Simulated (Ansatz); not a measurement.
One change: `BrC(Br)Br` becomes `[Br][SnH]([Br])[Br]`.

Ansatz, PBE0-D4/def2-TZVP geometries, multiplicity 1. 

Elements past krypton have def2 core potentials. Scalar relativity is left out up to krypton.

| property | `BrC(Br)Br` |
| --- | --- |
| HOMO energy (PBE0/def2-TZVPP) / eV | -8.12 |
| HOMO–LUMO gap (PBE0/def2-TZVPP) / eV | 6.32 |
| HOMO energy (B3LYP/def2-TZVPP) / eV | -7.85 |
| LUMO energy (PBE0/def2-TZVPP) / eV | -1.80 |
| size of the dipole moment (PBE/def2-TZVPP) / D | 0.85 |
| LUMO energy (PBE/def2-TZVPP) / eV | -2.74 |

Q: What does the change do to each property? (Best estimate.)

A: Ansatz gave: 
```csv
property,`[Br][SnH]([Br])[Br]`,shift
HOMO energy (PBE0/def2-TZVPP) / eV,-8.68,-0.56
HOMO–LUMO gap (PBE0/def2-TZVPP) / eV,6.08,-0.24
HOMO energy (B3LYP/def2-TZVPP) / eV,-8.40,-0.55
LUMO energy (PBE0/def2-TZVPP) / eV,-2.60,-0.80
size of the dipole moment (PBE/def2-TZVPP) / D,1.48,0.63
LUMO energy (PBE/def2-TZVPP) / eV,-3.44,-0.70
```

With PBE0 the HOMO falls by 0.56 eV and the LUMO falls by 0.80 eV, so the gap narrows by about 0.24 eV. PBE moves the HOMO by -0.56 eV and ωB97M-V by -0.57 eV. Dipoles are sizes alone; their direction can turn.

B3LYP here is the variant with VWN-RPA as its local correlation; programs differ in this.

Spin–orbit coupling is left out; it splits and shifts lone-pair levels of the heavy atoms by tenths of an eV.
